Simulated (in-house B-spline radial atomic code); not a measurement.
The palladium ion Pd⁵⁺: [Ar] 3d10 4s2 (4p1/2)1 (4p3/2)4 4d6 (with a hole in an inner shell)

All numbers are computed (Dirac-Hartree-Fock, average of the jj configuration; Fermi nucleus of rms radius 4.5318 fm) with an all-electron radial atomic-structure program (B-spline basis), not measured.

Z_r = [3n² - l(l+1)]/(2<r>); Z_e = n√(-2ε); the last column is Slater's effective charge. Values are occupation-weighted means over j. An effective charge above Z reflects the relativistic contraction of the inner shells.

```tsv
shell	electrons	ε (eV)	<r> (bohr)	Z_r	Z_e	Slater
1s	2	-24579	0.03184	47.10	42.50	45.70
2s	2	-3743.6	0.1377	43.57	33.18	41.85
2p	6	-3360.7	0.1205	41.49	31.43	41.85
3s	2	-779.04	0.3766	35.85	22.70	34.75
3p	6	-649.38	0.3764	33.21	20.73	34.75
3d	10	-443	0.3562	29.48	17.12	24.85
4s	2	-181.51	0.928	25.86	14.61	18.60
4p	5	-141.44	1.003	22.93	12.90	18.60
4d	6	-83.011	1.197	17.54	9.88	9.25
```

The least bound orbital is 4d3/2 at -82.34 eV, and it is also the most diffuse (<r> = 1.198 bohr).

For the 1s electron the small component carries 2.84 % of the norm, the zero-frequency Breit interaction raises the level by 51.76 eV, self-energy by 28.84 eV, and vacuum polarisation lowers it by 3.56 eV.
